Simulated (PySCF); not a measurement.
GaH2, SMILES [GaH2], multiplicity 2. The structure is a stationary point at B3LYP-D3(BJ)/def2-TZVPD. The multiplicity is an assumed one; other spin states were not compared. The isomer is the one that the SMILES or the coordinates give; other isomers of the formula were not compared.

Computed equilibrium geometry at B3LYP-D3(BJ)/def2-TZVPD (PySCF confirms it by a frequency run) as Cartesian coordinates in Å, and its point group:
point group C2v.
```xyz
3

Ga     0.0000     0.0000     0.0485
H      0.0000    -1.3863    -0.7523
H      0.0000     1.3863    -0.7523
```
Charge 0, spin multiplicity 2.
